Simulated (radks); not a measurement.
Values are calculated unless marked as measured or tabulated.
Task: These are the eigenvalues of the occupied orbitals of an atom or ion with whole-number occupations (eV). Level of theory: Dirac Kohn-Sham, PBE, spin-unpolarised, spherical densities, point nucleus (a radial shooting solver on a logarithmic mesh with Libxc functionals).

1s1/2: -73786.89
2s1/2: -12854.76
2p1/2: -12306.18
2p3/2: -10774.74
3s1/2: -3004.060
3p1/2: -2759.106
3p3/2: -2425.138
3d3/2: -2015.667
3d5/2: -1943.342
4s1/2: -647.1388
4p1/2: -544.4092
4p3/2: -465.9665
4d3/2: -297.6306
4d5/2: -283.1032
5s1/2: -108.1217
5p1/2: -76.5284
4f5/2: -70.1146
4f7/2: -67.3098
5p3/2: -64.3339
5d3/2: -23.3960
5d5/2: -22.2616

Which element is it, and in what charge state? The configuration may be excited. Open shells, if any, fill j = l - 1/2 first.

Result: Z = 76, osmium, charge +2: Os2+ in [Xe] 4f14 5d6. The list shows which subshells hold electrons but not how many an open one holds; the 1s level, -2711.6 hartree, gives Z - s = 73.6 by -(Z - s)^2/2, which with screening and relativity narrows Z to a few neighbours, and the depths of the outer levels then fix element, charge and occupations together.
